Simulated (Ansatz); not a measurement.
Reaction (ligand exchange at the Al–F bond): `F[CH2][AlH][F]` + `O[SiH3]` → `F[CH2][AlH][O][SiH3]` + H–F

Program: Ansatz. Geometries: PBE0-D4/def2-TZVP. ΔE: electronic, gas phase. CCSD(T)/CBS adds triple-zeta CCSD(T) − MP2 to the extrapolated MP2 energy (def2 sets, frozen cores). This one scheme is used for every species. DFT in def2-TZVPP. One conformer a species, not always the lowest.

`F[CH2][AlH][F]`:

```xyz
7

F    -1.625    0.788   -0.574
C    -0.458    0.745    0.184
Al    0.621   -0.872   -0.158
F     0.094   -1.984   -1.252
H     0.118    1.657   -0.028
H    -0.740    0.815    1.244
H     1.988   -1.149    0.582
```

`O[SiH3]`:

Cartesian coordinates in Å:
```
O 0.269 -0.419 -1.181
Si -0.136 0.260 0.264
H 0.666 -1.291 -1.170
H -1.134 -0.565 1.000
H -0.717 1.584 -0.058
H 1.053 0.431 1.144
```

`F[CH2][AlH][O][SiH3]`:

Z-matrix (Å, degrees):
```
C
Al 1 1.978
F 1 1.399 2 110.7
H 1 1.098 2 112.3 3 120.5
H 1 1.098 2 112.3 3 -120.5
O 2 1.681 1 118.0 3 -0.1
H 2 1.579 1 122.6 3 179.9
Si 6 1.630 2 155.7 1 0.0
H 8 1.487 6 110.5 2 -61.1
H 8 1.487 6 109.3 2 179.2
H 8 1.487 6 110.5 2 59.6
```

H–F:

Cartesian coordinates in Å:
```
F 0.061 -0.252 -0.380
H -0.061 0.252 0.380
```

```json
{"level": "B2PLYP", "ΔE (eV)": "0.26"}
{"level": "PBE0", "ΔE (eV)": "0.26"}
{"level": "HF/def2-TZVPP", "ΔE (eV)": "0.24"}
{"level": "CCSD/def2-TZVPP", "ΔE (eV)": "0.20"}
{"level": "HF/def2-QZVPP", "ΔE (eV)": "0.25"}
{"level": "MP2/def2-QZVPP", "ΔE (eV)": "0.19"}
{"level": "MP2/CBS(def2)", "ΔE (eV)": "0.19"}
{"level": "CCSD/CBS(def2)", "ΔE (eV)": "0.20"}
```

What does CCSD(T)/CBS give? (An estimate is asked.)

The calculation gave: +0.20 eV. The listed levels differ from it by 0.06, 0.06, 0.04, 0.00, 0.05, -0.01, -0.01, 0.00 eV.

Largest T1 diagnostic among the species: 0.012.

In def2-TZVPP, CCSD(T) changes the Hartree–Fock value by −0.05 eV (the triples alone add −0.01 eV) and MP2 by −0.05 eV. The D4 term adds −0.08 eV with B3LYP and −0.05 eV with PBE0; it sums over pairs of atoms, weighted by their polarisabilities, and B3LYP, whose exchange is more repulsive, gets the larger term.

B3LYP here is the variant with VWN-RPA as its local correlation; programs differ in this.
